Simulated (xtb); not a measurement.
Input for xtb: GFN1-xTB on GaH5O2 (a complex), monomers drawn apart or pushed together.

```
$ xtb mol.xyz --gfn 1 --sp --chrg 0 --uhf 0
8

O     -0.44824870    -0.98185870     1.02826451
Ga     0.38575375    -0.38299469    -0.43807130
H     -0.36309947    -0.40264646     1.80230784
H      0.24030760    -1.32181315    -1.67653740
H      1.16036568     0.97718944    -0.36172285
O     -0.28817542     0.54655742     3.26865118
H      0.08551774    -0.00879928     3.96183677
H     -1.19293506     0.73204194     3.54357008
```

Question: Give the final energy of this run.

Answer: -13.4408 hartree.
